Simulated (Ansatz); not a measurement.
**Question.** Name a neutral molecule of C, O, Si and H with HOMO energy (ωB97M-V/def2-TZVPP) between -9.45 and -9.15 eV and HOMO–LUMO gap (PBE0/def2-TZVPP) between 5.05 and 5.35 eV (Ansatz, PBE0-D4/def2-TZVP geometry).

**Answer.** `O=C[SiH]([SiH3])[SiH3]` (-9.32 eV, 5.30 eV); `C#C[SiH2]C=O` (-9.45 eV, 5.34 eV); `O=C[SiH2][SiH3]` (-9.34 eV, 5.32 eV). Other molecules can fit too; these were computed, each in one conformer that needn't be the lowest.
